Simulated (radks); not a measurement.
Values are calculated unless marked as measured or tabulated.
All-electron atom: K+ in [Ar]. Level of theory: scalar-relativistic Kohn-Sham, PBEsol, spin-polarised, spherical densities, point nucleus (a radial shooting solver on a logarithmic mesh with Libxc functionals).

Unscreened Slater integrals over Kohn-Sham orbitals (eV). They are taken over the spin-up orbitals.

\begin{tabular}{lr}
integral & value \\ \hline
F0(3p,3p) & 17.284 \\
F2(3p,3p) & 8.6208 \\
F0(3p,3s) & 18.241 \\
G1(3p,3s) & 12.041 \\
F0(3p,2p) & 23.703 \\
F2(3p,2p) & 4.1546 \\
G0(3p,2p) & 1.6288 \\
G2(3p,2p) & 1.6545 \\
F0(3p,2s) & 23.374 \\
G1(3p,2s) & 1.2459 \\
F0(3s,3s) & 19.362 \\
F0(3s,2p) & 25.841 \\
G1(3s,2p) & 1.9673 \\
F0(3s,2s) & 25.556 \\
G0(3s,2s) & 1.5768 \\
F0(2p,2p) & 71.042 \\
F2(2p,2p) & 33.118 \\
F0(2p,2s) & 66.494 \\
G1(2p,2s) & 39.041 \\
F0(2s,2s) & 63.500 \\
\end{tabular}
